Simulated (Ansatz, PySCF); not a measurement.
Dimer: N2 (SMILES N#N) (first 2 atoms) with CH3F (SMILES CF); geometry from B3LYP-D3(BJ)/def2-TZVP.
(charge 0, multiplicity 1):
```xyz
7

N     -0.432     0.021    -0.045
N      0.500     0.053    -0.611
C     -0.389    -0.574     3.430
F      0.828    -0.547     2.757
H     -1.188    -0.389     2.712
H     -0.513    -1.555     3.890
H     -0.383     0.203     4.195
```

Counterpoise-corrected where a basis set is named; no monomer relaxation. Rows marked so take none.

Rows in 3-21G carry no dispersion term and start afresh at each structure.

Codes used: Ansatz (a first-principles code) with Gaussian orbitals; PySCF for 3-21G rows, the dispersion terms. Values without a source in brackets are computed.

Question: What is the computed interaction energy (revPBE-D3(BJ)/def2-TZVPPD)?

Answer: -30 meV

Question: Give the interaction energy at the level BLYP-D4/def2-TZVPPD.

Answer: -24 meV

Question: Give the interaction energy at the level HF/3-21G (no counterpoise).

Answer: -45 meV
